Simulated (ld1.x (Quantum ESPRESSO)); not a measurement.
Before and after: TM potential for boron

boron (B), norm-conserving Troullier–Martins (Kleinman–Bylander form), made with ld1.x (Quantum ESPRESSO) 7.5 (PBEsol, scalar-relativistic). Core [He], reference 2s2 2p1. Waves: 2s (bound): rc 1.50 bohr; 2p (bound): rc 2.75 bohr. Local part: the p channel. Core correction: a·sin(br)/r model core inside 1.50 bohr.

All-electron outer shells of the reference configuration (PBEsol, scalar-relativistic, ld1.x):

```csv
shell,level (eV),outermost node (bohr),outermost maximum (bohr)
1s,-179.55,–,0.21
2s,-9.36,0.46,1.52
2p,-3.56,–,1.59
```

Change: wave 2s (bound): rc 1.50 bohr becomes 2s (bound): rc 2.12 bohr.

Cutoffs: the cutoffs (Ry, on a coarse ladder) from which the occupation-weighted sum of valence levels, in a spherical-Bessel basis at the reference potential, stays within 10 and 1 mRy of its value at 400 Ry; they do not see the model core or the augmentation charge, which bear on the density cutoff. Errors are all-electron minus pseudo energies relative to the spin-unpolarised reference configuration.

Problem. What does the change do?

Solution. The potential gets softer (18 Ry and 50 Ry → 15 Ry and 18 Ry); of the 7 tests that both files solve, the error grows in 3 and shrinks in 1 by more than 15 % and 0.3 meV (median size 28.5 → 20.7 meV); neither file shows a bound ghost. A larger radius leaves more room for a smooth pseudo-wave, so fewer plane waves are needed.

| quantity | base | changed |
| --- | --- | --- |
| cutoff, loose | 18 Ry | 15 Ry |
| cutoff, tight | 50 Ry | 18 Ry |
| loose cutoff by channel (10 mRy a level) | s 15 Ry, p 12 Ry | s 8 Ry, p 12 Ry |
| bound ghosts | none | none |
| error for 2s2 2p0, meV [ΔE 8.14 eV] | +50 | +57 |
| error for 2s1 2p0, meV [ΔE 33.40 eV] | +181 | +167 |
| error for 2s2 2p0.5, meV [ΔE 2.86 eV] | +5.3 | +6.4 |
| error for 2s1 2p2, meV [ΔE 5.82 eV] | -7.3 | -10 |
| error for 2s0 2p3, meV [ΔE 11.66 eV] | -29 | -21 |
| error for 2s1 2p1, meV [ΔE 14.26 eV] | -42 | -53 |
| error for 2s2 2p1.3, meV [ΔE -0.72 eV] | -0.1 | 0.0 |
| s: phases at 3.00 bohr within 0.05 rad from the reference energy up to (Ry; the scan ends near 5) | 0.9 | 1.1 |
| p: phases at 3.00 bohr within 0.05 rad from the reference energy up to (Ry; the scan ends near 5) | 0.8 | 0.8 |
